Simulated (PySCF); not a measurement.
**Distorted geometries of [Sm(NH3)2]2+**

[Sm(NH3)2]2+ (singlet in the valence; each metal's 4f electrons, 6 of them, lie in its core potential, out of spins and levels). PySCF 2.14.0, RKS PBE0, Sm lcecp-0-SVP with ECP52, N def2-SVP, H def2-SVP; non-relativistic Hamiltonian with scalar-relativistic core potentials where named; density fitting; no spin-orbit coupling. Relaxed geometry:

```xyz
9

Sm   -0.0134   -1.3008   -0.0001
N     0.0021    0.2007    2.1665
H     0.8154    0.8222    2.2637
H    -0.7982    0.8389    2.2637
H    -0.0033   -0.3215    3.0525
N     0.0021    0.2012   -2.1663
H     0.8068    0.0536   -2.7893
H    -0.8055    0.0702   -2.7893
H     0.0125    1.2158   -2.0015
```

Question: Order these distorted geometries by energy above the relaxed one, lowest first.
A.
```xyz
9

Sm   -0.0006   -1.3082   -0.0642
N    -0.0169    0.1675    2.0728
H     0.8109    0.8924    2.2873
H    -0.8606    0.8037    2.1769
H    -0.0298   -0.3109    3.0286
N    -0.0355    0.2425   -2.0660
H     0.8203    0.1198   -2.7022
H    -0.8184    0.0942   -2.7746
H     0.1490    1.0791   -1.9586
```
B.
```xyz
9

Sm   -0.0393   -1.3510    0.0244
N     0.0457    0.1331    2.0683
H     0.7967    0.9446    2.2738
H    -0.7543    0.8353    2.2300
H    -0.0120   -0.4022    3.0862
N     0.0081    0.2335   -2.1152
H     0.7631    0.0965   -2.8672
H    -0.8793    0.1439   -2.7394
H     0.0897    1.1464   -1.9609
```
C.
```xyz
9

Sm   -0.0268   -1.3558    0.0952
N    -0.0492    0.3845    2.1133
H     0.6810    0.8258    2.2795
H    -0.8048    0.7577    2.2640
H    -0.0449   -0.3034    3.0861
N     0.0870    0.0468   -2.0859
H     0.9540   -0.0517   -2.9234
H    -0.6866    0.2025   -2.6916
H    -0.0913    1.2739   -2.1373
```

Answer: B (0.95 eV), A (1.33 eV), C (3.90 eV).

Question: Which forces (eV/Å) act in the one that lies 1.33 eV up?

Answer: 
```
Sm    0.01  -0.36   0.40
N     1.12   2.19   2.49
H    -2.03  -1.80  -0.84
H     0.92  -0.68  -0.24
H    -0.05   0.33  -1.35
N    -0.87 -11.83  -4.17
H    -1.11  -0.81   0.67
H     0.95   0.76   1.11
H     1.07  12.19   1.93
```
Forces carry noise of the integration grid, about 0.01 to 0.03 eV/Å.

A frequency check found unstable modes (1, the lowest at -54 cm⁻¹), so the relaxed geometry is probably a saddle point. An lcecp potential fixes the number of 4f electrons, so in runs with it no electron can move into or out of that shell.
